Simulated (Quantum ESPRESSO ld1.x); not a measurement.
Q: Species: Sb II. Configuration: [Kr] 4d10 5s2 5p2. All-electron calculation, Dirac Kohn-Sham, PBEsol, spin-unpolarised, spherical densities, point nucleus; open shells are shared between the two j in proportion to 2j + 1. Program: ld1.x of Quantum ESPRESSO 7.5.

Spin-orbit splittings of the eigenvalues, e(l+1/2) - e(l-1/2), with zeta = 2 splitting/(2l+1) and mean radii in bohr:

shell  occ.  splitting (eV)  zeta (eV)  <r> j=l-1/2  <r> j=l+1/2
2p        6               ?          ?       0.1033       0.1088
3p        6           46.42      30.95       0.3210       0.3323
3d       10           9.652      3.861       0.3034       0.3070
4p        6           8.618      5.745       0.8325       0.8618
4d       10           1.248     0.4993        1.022        1.035
4f        0      0.00001668  4.766e-06        14.28        14.28
5p        2          0.7491     0.4994        2.592        2.693
5d        0         0.03743    0.01497        4.874        4.922
6p        0          0.1099    0.07324        7.093        7.306

Estimate the 2p splitting.

A: 251.6 eV (zeta = 167.7 eV).
